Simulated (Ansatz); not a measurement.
Geometry optimisation, Ansatz, RKS B3LYP-D4/STO-3G.

The input (input.yaml):

```yaml
crystal:
  periodic: [false, false, false]
  atoms:
    - { symbol: C, position_ang: [-2.7599, 1.079, -0.1459] }
    - { symbol: C, position_ang: [-1.6342, 0.4414, 0.5209] }
    - { symbol: C, position_ang: [-0.4762, 0.304, -0.4407] }
    - { symbol: C, position_ang: [0.817, -0.3692, 0.2473] }
    - { symbol: O, position_ang: [1.8031, -0.4794, -0.7149] }
    - { symbol: Si, position_ang: [3.2295, -1.1643, -0.2245] }
    - { symbol: H, position_ang: [-2.5118, 2.131, -0.4941] }
    - { symbol: H, position_ang: [-3.6086, 1.2323, 0.5328] }
    - { symbol: H, position_ang: [-3.1439, 0.5641, -0.9818] }
    - { symbol: H, position_ang: [-1.9402, -0.5429, 0.9019] }
    - { symbol: H, position_ang: [-1.3467, 1.0291, 1.4225] }
    - { symbol: H, position_ang: [-0.7145, -0.2649, -1.2981] }
    - { symbol: H, position_ang: [-0.1815, 1.3145, -0.8118] }
    - { symbol: H, position_ang: [0.422, -1.37, 0.6065] }
    - { symbol: H, position_ang: [1.0604, 0.1966, 1.1228] }
    - { symbol: H, position_ang: [2.9674, -2.5398, 0.2248] }
    - { symbol: H, position_ang: [3.8014, -0.3934, 0.9212] }
    - { symbol: H, position_ang: [4.1793, -1.1569, -1.3372] }
basis:
  gaussian: { orbitals: STO-3G }
hamiltonian:
  xc: b3lyp
  dispersion: d4
relax:
  f_tol: 0.02
  max_steps: 40
output:
  orbitals: {}
```

Command:

```bash
$ ansatz run input.yaml --threads 1 --pin off --max-ram 2048MiB --backend cpu --events-out ev --progress --plain --runs-dir out
```

Question: Where does it end, and by what steps?

Answer: It converged. Limits of this set-up: minimal basis. After 6 steps the energy has fallen by 0.712 eV; O5 moved furthest, 0.13 Å.

```csv
step,energy less start (eV),largest force component (eV/Å),accepted
0,0.0000,4.516,yes
1,-0.6184,1.340,yes
2,-0.6965,0.441,yes
3,-0.7009,0.348,yes
4,-0.7112,0.064,yes
5,-0.7115,0.022,yes
6,-0.7116,0.003,yes
```

```xyz
18
Properties=species:S:1:pos:R:3
C -2.865 1.137 -0.113
C -1.627 0.450 0.530
C -0.441 0.323 -0.473
C 0.802 -0.367 0.180
O 1.859 -0.442 -0.832
Si 3.261 -1.193 -0.169
H -2.610 2.151 -0.456
H -3.687 1.214 0.615
H -3.221 0.560 -0.980
H -1.910 -0.556 0.888
H -1.300 1.031 1.410
H -0.755 -0.266 -1.352
H -0.146 1.324 -0.832
H 0.498 -1.375 0.553
H 1.112 0.226 1.075
H 2.979 -2.542 0.282
H 3.781 -0.446 0.960
H 4.233 -1.220 -1.235
```

Time of the run: 33 s on 1 thread of Arm Neoverse V1 (shared host), peak memory 0.14 GiB.
